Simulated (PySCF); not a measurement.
Compound: C4H8O3Si.
Z-matrix (Å and degrees, PBE0-D3(BJ)/def2-SVP geometry), rows numbered from 1:
```
C 
C   1  1.3286
O   2  1.3698  1  120.61
C   3  1.3553  2  118.47  1  -179.98
O   4  1.1930  3  124.76  2    -0.21
C   4  1.5113  3  108.68  2   179.91
O   6  1.3824  4  110.16  3  -179.45
Si  7  1.6674  6  125.15  4  -178.43
H   1  1.0903  2  119.59  3  -179.91
H   1  1.0920  2  121.39  3     0.11
H   2  1.0927  1  125.14  3   179.95
H   6  1.1082  4  107.14  3   -56.20
H   6  1.1085  4  107.09  3    57.28
H   8  1.4965  7  110.45  6   -60.64
H   8  1.4851  7  106.27  6   179.34
H   8  1.4965  7  110.39  6    59.31
```

The calculation used PBE0-D3(BJ)/def2-SVP geometry optimisation, gas phase in PySCF 2.14.0.

Take the most abundant isotopes and a rigid rotor. The values belong to one conformer with, in the numbering `[CH2:1]=[CH:2][O:3][C:4](=[O:5])[CH2:6][O:7][SiH3:8]`, C1–C2–O3–C4 180°, C2–O3–C4–O5 0°, O3–C4–C6–O7 -179°, C4–C6–O7–Si8 -178°.

Question: Give the principal moments of inertia and the rotational constants in MHz.

Answer: Ia = 69.61, Ib = 820.55, Ic = 881.03 u·Å²; 505379 MHz·u·Å²/I gives A = 7260, B = 615.9, C = 573.6 MHz.

Question: Classify the top.

Answer: A near-prolate asymmetric top; Ray's κ = -0.987.

Question: Is it planar, by Δ = Ic − Ia − Ib?

Answer: Not planar: Δ = Ic − Ia − Ib = -9.12 u·Å². For a rigid frame Δ = −2 Σ m c², so Σ m c² = 4.56 u·Å² lies off the ab plane: 4.55 from hydrogen and 0.01 from heavier atoms. The atom farthest from that plane is 1.24 Å away.

Question: Where do the levels up to J = 5 lie, in cm⁻¹?

Answer: Above 0(0,0):
J = 1: 1(0,1) 0.0397, 1(1,1) 0.2613, 1(1,0) 0.2627
J = 2: 2(0,2) 0.1190, 2(1,2) 0.3393, 2(1,1) 0.3435, 2(2,1) 1.0084, 2(2,0) 1.0084
J = 3: 3(0,3) 0.2380, 3(1,3) 0.4562, 3(1,2) 0.4646, 3(2,2) 1.1274, 3(2,1) 1.1275, 3(3,1) 2.2391, 3(3,0) 2.2391
J = 4: 4(0,4) 0.3967, 4(1,4) 0.6121, 4(1,3) 0.6262, 4(2,3) 1.2861, 4(2,2) 1.2862, 4(3,2) 2.3979, 4(3,1) 2.3979, 4(4,1) 3.9542, 4(4,0) 3.9542
J = 5: 5(0,5) 0.5949, 5(1,5) 0.8069, 5(1,4) 0.8280, 5(2,4) 1.4845, 5(2,3) 1.4847, 5(3,3) 2.5963, 5(3,2) 2.5963, 5(4,2) 4.1526, 5(4,1) 4.1526, 5(5,1) 6.1537, 5(5,0) 6.1537
The levels of one J sum to (2J + 1)J(J + 1)(A + B + C)/3.

Question: Predict some low-J microwave lines.

Answer: The dipole components are |μa| = 0.05 D, |μb| = 2.33 D, |μc| = 0.02 D. The squared components, which scale the intensities, stand as 0.00 : 1.00 : 0.00 (a : b : c). Some lines, for components of 0.1 D or more:

| type | branch | J(Ka,Kc) | MHz | lower level (cm⁻¹) |
| --- | --- | --- | --- | --- |
| b | Q | 5(1,4) ← 5(0,5) | 6988 | 0.595 |
| b | R | 2(1,2) ← 1(0,1) | 8981 | 0.040 |
| b | R | 3(1,3) ← 2(0,2) | 10107 | 0.119 |
| b | R | 4(1,4) ← 3(0,3) | 11213 | 0.238 |
| b | Q | 4(2,2) ← 4(1,3) | 19789 | 0.626 |
| b | Q | 2(2,1) ← 2(1,2) | 20060 | 0.339 |
| b | Q | 5(2,4) ← 5(1,5) | 20315 | 0.807 |
| b | R | 2(2,1) ← 1(1,0) | 22355 | 0.263 |
| b | R | 5(3,2) ← 4(2,3) | 39277 | 1.286 |
| b | Q | 5(4,2) ← 5(3,3) | 46658 | 2.596 |
| b | Q | 4(4,1) ← 4(3,2) | 46659 | 2.398 |
| b | R | 5(4,1) ← 4(3,2) | 52607 | 2.398 |
| b | R | 5(5,1) ← 4(4,0) | 65938 | 3.954 |
| b | R | 5(5,0) ← 4(4,1) | 65938 | 3.954 |

Stationary, but not proved a minimum. No vibrational averaging or centrifugal distortion is included, and the geometry carries the error of its method. A rigid rotor knows nothing of internal rotation, which can split or shift real lines.
